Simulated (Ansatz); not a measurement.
A run for Ansatz (a first-principles code): R-PBE0/def2-TZVPPD on H2Se (SMILES [SeH2]) with ghost functions. Files ending in .json are basis or fitting sets from the Basis Set Exchange.

Ansatz 0.2 input:
```yaml
crystal:
  periodic: [false, false, false]
  atoms:
    - {symbol: Se, position_ang: [-0.03299106, 0.55159349, 3.19731004]}
    - {symbol: H, position_ang: [1.40280027, 0.29637002, 3.38945724]}
    - {symbol: H, position_ang: [-0.36905347, -0.81326807, 3.63065014]}
basis:
  gaussian:
    orbitals: def2-TZVPPD.json
    ghost_atoms:
      - {symbol: Cl, position_ang: [0.27389745, -0.68935308, -0.39335070]}
      - {symbol: H, position_ang: [0.13762359, -0.22667304, 0.81354992]}
hamiltonian:
  xc: {name: PBE0}
scf: {lower_state_search: off}
```

The head of its log:

```
WARN ansatz: RAYON_NUM_THREADS=1 ignored (pool sized by the plan → 1); use --threads N
Functional definition: PBE0
these checks for a lower state are left out or cut short: stability, starts, cluster_reference, orbital_swaps, neighbouring_geometries, increment
integrals: 0.07 GiB planned
946 factors; their error is unknown
mean field: 0.60 GiB planned
mean field evaluation 1: about -65373.8939 eV, gradient 8.4e0 eV
mean field evaluation 2: about -65374.0169 eV, gradient 4.5e0 eV
```

**Question.** What total energy does the run end on?

**Answer.** -2402.4637 hartree.
